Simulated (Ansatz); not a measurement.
Two isomers of H8OSSi3: A = `[SiH3][SiH2]O[SiH2]S`, B = `O[Si]([SiH3])([SiH3])S`.

Gas-phase electronic energies from Ansatz, PBE0-D4/def2-TZVP geometries. CCSD(T)/CBS adds triple-zeta CCSD(T) − MP2 to the extrapolated MP2 energy (def2 sets, frozen cores). Functionals use def2-TZVPP. B3LYP here is the variant with VWN-RPA as its local correlation; programs differ in this. One conformer a species, not always the lowest.

A:

```xyz
13

Si   -2.028    0.830    0.466
Si   -0.785   -1.153    0.304
O     0.480   -0.997   -0.746
Si    1.685    0.051   -1.080
S     2.487    0.962    0.672
H    -2.600    1.198   -0.857
H    -3.144    0.630    1.431
H    -1.173    1.951    0.943
H    -0.272   -1.542    1.646
H    -1.638   -2.257   -0.208
H     2.728   -0.705   -1.805
H     1.175    1.192   -1.876
H     3.085   -0.159    1.111
```

B:

Z-matrix (Å, degrees):
```
Si
Si 1 2.348
Si 1 2.337 2 113.5
O 1 1.654 2 112.7 3 120.3
S 1 2.147 2 103.2 3 -118.0
H 2 1.487 1 110.2 3 55.7
H 2 1.488 1 109.7 3 -64.3
H 2 1.490 1 110.5 3 176.1
H 3 1.489 1 109.4 2 -167.9
H 3 1.487 1 108.6 2 -49.1
H 3 1.487 1 111.7 2 71.2
H 4 0.960 1 117.0 2 65.4
H 5 1.345 1 95.6 2 168.6
```

Task: Which isomer does CCSD(T)/CBS put lower? Give the gap. (An estimate is asked.)

Result: The calculation gave: A, by 100.2 kJ/mol.

Task: Give E(B) − E(A) in kJ/mol with ωB97M-V, MP2/def2-TZVPP, PBE0-D4, B3LYP, CCSD(T)/def2-TZVPP, B3LYP-D4, CCSD/def2-TZVPP. (An estimate is asked.)

Result: The calculation gave: ωB97M-V 102.4, MP2/def2-TZVPP 105.3, PBE0-D4 82.2, B3LYP 100.8, CCSD(T)/def2-TZVPP 101.1, B3LYP-D4 99.0, CCSD/def2-TZVPP 106.0. None reverses the order clearly.

Largest T1 diagnostic: 0.013.

In def2-TZVPP, CCSD(T) changes the Hartree–Fock value by −29.2 kJ/mol (the triples alone add −4.9 kJ/mol) and MP2 by −25.0 kJ/mol. From PBE to PBE0 (25 % exact exchange), in def2-TZVPP and without D4, E(B) − E(A) moves by +9.9 kJ/mol.
